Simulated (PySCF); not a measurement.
Peak assignment

Geometry:
```
atom   x (Å)   y (Å)   z (Å)
  C1   2.845   0.336  -0.773
  N2   1.659  -0.492  -0.782
 Si3   0.447  -0.376   0.432
  C4  -0.392   1.331   0.295
  C5  -1.795   1.116  -0.270
  O6  -2.560   0.205   0.499
  C7  -2.180  -1.080   0.630
  O8  -2.814  -1.795   1.361
  C9  -0.965  -1.522  -0.118
 H10   2.583   1.319  -0.393
 H11   3.232   0.442  -1.787
 H12   3.635  -0.075  -0.138
 H13   1.862  -1.408  -1.155
 H14   0.829  -0.652   1.827
 H15  -0.480   1.813   1.267
 H16   0.139   2.017  -0.361
 H17  -1.736   0.775  -1.310
 H18  -2.378   2.042  -0.245
 H19  -0.802  -2.575   0.098
 H20  -1.133  -1.410  -1.188
```

All values are calculated (PySCF 2.14): GFN2-xTB structure, shieldings: GIAO PBE0/pcSseg-1. No solvent model, rapidly exchanging positions averaged, relativity neglected, one computed conformer.

Chemical shifts δ = σref − σ; TMS for 13C, 1H, all at this level.

(1) Assign these signals to the numbered atoms. 13C{1H} NMR (computed): δ 174.0, 66.3, 31.3, 22.5, 15.7.

(2) Assign these signals to the numbered atoms. 1H NMR (500 MHz, computed): δ 5.09 (m, 1H), 4.68 (m, 1H), 4.18 (m, 1H), 2.77 (s, 3H), 2.11 (m, 1H), 2.05 (m, 1H), 1.17 (m, 1H), 0.76 (m, 1H), 0.04 (br s, 1H).

## Answers

(1) 
174.0 → C7, ester carbonyl carbon: lone-pair donation from the attached heteroatom keeps it upfield of a ketone carbonyl
66.3 → C5, sp3 CH2 bonded to O: the inductive effect lowers its shielding
31.3 → C1, methyl carbon bonded to N: pulled downfield by the heteroatom
22.5 → C9, sp3 CH2 bonded to Si, α to a carbonyl: α to the electron-withdrawing carbonyl group
15.7 → C4, sp3 CH2 bonded to Si

(2) 
5.09 → H14, hydrogen on a silicon bonded to 2 C, N, in a 6-membered ring
4.68 → H18, hydrogen on an sp3 CH2 bonded to O: its carbon carries O, an electronegative neighbour
4.18 → H17, hydrogen on an sp3 CH2 bonded to O
2.77 → H10/H11/H12, hydrogen on a methyl carbon bonded to N: its carbon carries N, which withdraws density
2.11 → H19, hydrogen on an sp3 CH2 bonded to Si, α to a carbonyl: α to C=O
2.05 → H20, hydrogen on an sp3 CH2 bonded to Si, α to a carbonyl
1.17 → H15, hydrogen on an sp3 CH2 bonded to Si
0.76 → H16, hydrogen on an sp3 CH2 bonded to Si: an electropositive neighbour shields it, as in TMS itself
0.04 → H13, hydrogen on a nitrogen bonded to C, Si: exchangeable; this is the value without hydrogen bonding to other molecules

H19 and H20 lie closer than the usual error of such a calculation, so a measured spectrum could show them in the other order.

OH and NH positions are those of a molecule without intermolecular hydrogen bonds; in solution they move with solvent, concentration and temperature, and exchange usually removes their couplings. Shifts are as computed. Against solution values, carbons near 30 ppm lie about +3 ppm off and those near 130 ppm about +5 ppm. Of 1211 compounds with measured shifts, 218 miss one by over three times the rms of a fit or turn the order of signals round; such compounds aren't used in these exercises. Multiplicities follow the n + 1 count of equivalent neighbours, as no J values were calculated; m marks all less simple cases, F and P coupling included.
